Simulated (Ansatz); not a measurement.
`COB(O)O` at its PBE0-D4/def2-TZVP geometry, where that method's forces vanish. Charge 0, multiplicity 1.

| atom | x (Å) | y (Å) | z (Å) |
| --- | --- | --- | --- |
| C1 | 0.198 | -0.834 | 1.281 |
| O2 | 0.709 | 0.123 | 0.374 |
| B3 | -0.027 | 0.505 | -0.705 |
| O4 | 0.480 | 1.433 | -1.574 |
| O5 | -1.264 | -0.028 | -0.926 |
| H6 | -0.730 | -0.486 | 1.741 |
| H7 | 0.002 | -1.786 | 0.781 |
| H8 | 0.948 | -0.985 | 2.057 |
| H9 | 1.354 | 1.729 | -1.311 |
| H10 | -1.670 | 0.329 | -1.718 |

Task: For each bond, give half the difference of the two atoms' forces along it (eV/Å; positive pushes the atoms apart) under PBE-D4, r2SCAN-D4, B3LYP-D4, ωB97M-V in def2-TZVPP. (An estimate is asked.)

Result: The calculation gave: 
```json
{"bond": "C1–O2", "length (Å)": "1.413", "PBE-D4": "0.23", "r2SCAN-D4": "0.29", "B3LYP-D4": "0.31", "ωB97M-V": "0.24"}
{"bond": "C1–H6", "length (Å)": "1.093", "PBE-D4": "0.08", "r2SCAN-D4": "-0.06", "B3LYP-D4": "-0.09", "ωB97M-V": "-0.11"}
{"bond": "C1–H7", "length (Å)": "1.093", "PBE-D4": "0.08", "r2SCAN-D4": "-0.06", "B3LYP-D4": "-0.09", "ωB97M-V": "-0.11"}
{"bond": "C1–H8", "length (Å)": "1.090", "PBE-D4": "0.07", "r2SCAN-D4": "-0.07", "B3LYP-D4": "-0.12", "ωB97M-V": "-0.10"}
{"bond": "O2–B3", "length (Å)": "1.361", "PBE-D4": "0.15", "r2SCAN-D4": "0.00", "B3LYP-D4": "-0.05", "ωB97M-V": "0.00"}
{"bond": "B3–O4", "length (Å)": "1.368", "PBE-D4": "0.18", "r2SCAN-D4": "0.07", "B3LYP-D4": "0.06", "ωB97M-V": "0.11"}
{"bond": "B3–O5", "length (Å)": "1.366", "PBE-D4": "0.21", "r2SCAN-D4": "0.08", "B3LYP-D4": "0.10", "ωB97M-V": "0.12"}
{"bond": "O4–H9", "length (Å)": "0.960", "PBE-D4": "0.35", "r2SCAN-D4": "0.00", "B3LYP-D4": "-0.01", "ωB97M-V": "-0.08"}
{"bond": "O5–H10", "length (Å)": "0.960", "PBE-D4": "0.34", "r2SCAN-D4": "0.01", "B3LYP-D4": "-0.03", "ωB97M-V": "-0.08"}
```

B3LYP here is the variant with VWN-RPA as its local correlation; programs differ in this.

Program: Ansatz 0.2.0.
